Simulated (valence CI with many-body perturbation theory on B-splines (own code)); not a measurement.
The numbers below are computed, except where a source is named.
**As¹⁸⁺: magnetic and hyperfine properties of the levels**

Level of theory: relativistic CI+MBPT: five valence electrons over a frozen Dirac-Fock core [Ne], a basis of 9 s, 9 p, 8 d, 6 f, 3 g, 1 h functions for each j, with the one-electron correlation potential Σ1 (screened to all orders), the two-electron term Σ2, the three-electron term Σ3, Breit, model QED; selected single and double excitations, second order for the rest (own B-spline code, finite nucleus).

No measured spectrum was set against this ion. As an estimate, levels of excited configurations hold to 0.05 to 0.15 % of their energy, terms of the ground configuration to about 0.5 %. Among the levels kept, up to 450 cm⁻¹ of a level comes from second order outside the variational space, and about a tenth of that is noise between levels of different J, which matters for small intervals.

A/g_I is the dipole constant over the nuclear g factor μ/I (μ in nuclear magnetons, uniformly magnetised nucleus), B/Q the quadrupole constant per barn. Both hold the static response of the core; the bare values leave it out. Large factors of s and p1/2 electrons are usually good to 5 to 10 %; those of open d and f shells near neutrality can be off by tens of per cent, and small factors of p3/2, d and f electrons come from cancelling terms and can be off by a factor of two or in sign, in half-filled shells by more. B is blank for J = 1/2, where it vanishes, and for nearly pure S terms. Energies count from the lowest level.

Names give the largest LS component (configuration and term), which can be under half, so a name can repeat, a term be missing and a line seem to break the LS rules; names also repeat where a configuration has a term twice. Letters in brackets count levels of one name in rising energy.

| Level | E (cm⁻¹) | g | A/g_I (MHz) | A/g_I bare | B/Q (MHz/b) | B/Q bare |
| --- | --- | --- | --- | --- | --- | --- |
| 3s2 3p3 4S°_3/2 | 0 | 1.855 | 4340 | 4840 | 3970 | 3840 |
| 3s2 3p3 2D°_3/2 | 60338 | 1.032 | 8120 | 7950 | 18500 | 17900 |
| 3s2 3p3 2D°_5/2 | 80616 | 1.199 | 21200 | 20600 | -121 | -115 |
| 3s2 3p3 2P°_1/2 | 121240 | 0.663 | 60100 | 57600 |  |  |
| 3s2 3p3 2P°_3/2 | 157970 | 1.244 | 12100 | 11900 | -22600 | -21900 |
| 3s 3p4 4P_5/2 | 432230 | 1.577 | 44700 | 43400 | 15800 | 15300 |
| 3s 3p4 4P_3/2 | 466330 | 1.695 | 33400 | 32700 | -14900 | -14400 |
| 3s 3p4 4P_1/2 | 476500 | 2.619 | 99300 | 96200 |  |  |
| 3s 3p4 2D_3/2 | 537000 | 0.883 | -6570 | -6030 | -23200 | -22400 |
| 3s 3p4 2D_5/2 | 550360 | 1.220 | 49400 | 47400 | -35600 | -34400 |
| 3s2 3p2 3d 2P_3/2 [a] | 607590 | 1.258 | 3040 | 3520 | 5060 | 4950 |
| 3s 3p4 2S_1/2 [a] | 614460 | 1.259 | 62800 | 60200 |  |  |
| 3s2 3p2 3d 4F_3/2 | 631750 | 0.509 | 6480 | 6400 | 193 | 425 |
| 3s2 3p2 3d 4F_5/2 | 645560 | 1.096 | 3240 | 3520 | 7420 | 7480 |
| 3s 3p4 2S_1/2 [b] | 663350 | 1.143 | 98100 | 93900 |  |  |
| 3s2 3p2 3d 2F_5/2 | 666360 | 0.950 | 15900 | 15500 | -6010 | -5660 |
| 3s2 3p2 3d 4F_7/2 | 668850 | 1.246 | 4790 | 5030 | 4030 | 4240 |
| 3s2 3p2 3d 2F_7/2 [a] | 681770 | 1.249 | 7970 | 8100 | 10100 | 9940 |
| 3s2 3p2 3d 4D_3/2 | 685380 | 1.135 | 9610 | 9690 | -8530 | -8270 |
| 3s2 3p2 3d 4D_1/2 | 687280 | 0.316 | 34700 | 33100 |  |  |
| 3s2 3p2 3d 4F_9/2 | 690370 | 1.304 | 9050 | 9110 | -9500 | -8780 |
| 3s2 3p2 3d 4D_5/2 | 700950 | 1.218 | 9720 | 9760 | -6880 | -6570 |
| 3s2 3p2 3d 4D_7/2 | 734300 | 1.253 | 7380 | 7510 | 8350 | 8210 |
| 3s 3p4 2P_3/2 | 758420 | 1.252 | -4570 | -3820 | 6510 | 6360 |
| 3s2 3p2 3d 2G_7/2 | 760150 | 0.950 | 11700 | 11400 | 29500 | 28900 |
| 3s2 3p2 3d 4P_5/2 | 770810 | 1.542 | 4300 | 4770 | 1450 | 1440 |
| 3s2 3p2 3d 2G_9/2 | 775330 | 1.138 | 8710 | 8680 | 38100 | 37200 |
| 3s2 3p2 3d 4P_3/2 | 780910 | 1.543 | 7440 | 7840 | -3400 | -3390 |
| 3s2 3p2 3d 4P_1/2 | 785730 | 2.189 | 44500 | 43400 |  |  |
| 3s2 3p2 3d 2D_3/2 [a] | 799760 | 0.990 | 9260 | 9260 | 5120 | 5050 |
| 3s2 3p2 3d 2P_1/2 [a] | 806670 | 1.083 | -1250 | -1160 |  |  |
| 3s2 3p2 3d 2D_5/2 [a] | 827300 | 1.204 | 11900 | 11800 | -5950 | -5610 |
| 3s2 3p2 3d 2D_3/2 [b] | 843850 | 0.886 | 9540 | 9300 | -3930 | -3900 |
| 3s2 3p2 3d 2D_5/2 [b] | 852120 | 1.121 | 2620 | 2880 | 24000 | 23500 |
| 3s2 3p2 3d 2P_1/2 [b] | 855560 | 0.871 | -10700 | -10100 |  |  |
| 3s2 3p2 3d 2D_5/2 [c] | 861620 | 1.064 | 10000 | 9980 | 9110 | 8890 |
| 3s2 3p2 3d 2F_7/2 [b] | 881140 | 1.137 | 10300 | 10300 | -4140 | -3700 |
| 3s2 3p2 3d 2P_3/2 [b] | 887870 | 1.276 | 5240 | 5580 | -7030 | -6790 |
| 3s2 3p2 3d 2S_1/2 | 892980 | 1.847 | 47600 | 46300 |  |  |
| 3s2 3p2 3d 2D_3/2 [c] | 926420 | 0.822 | 6890 | 6940 | 7610 | 7540 |

Q: Take the isotope of mass number 75, with I = 3/2, μ = 1.4383 μN and Q = 0.311 b. What is the hyperfine structure of 3s2 3p3 2P°_1/2?

A: From the table A = 57600 MHz. Shifts from the centre of gravity in MHz: F = 1: -72000, F = 2: 43200.
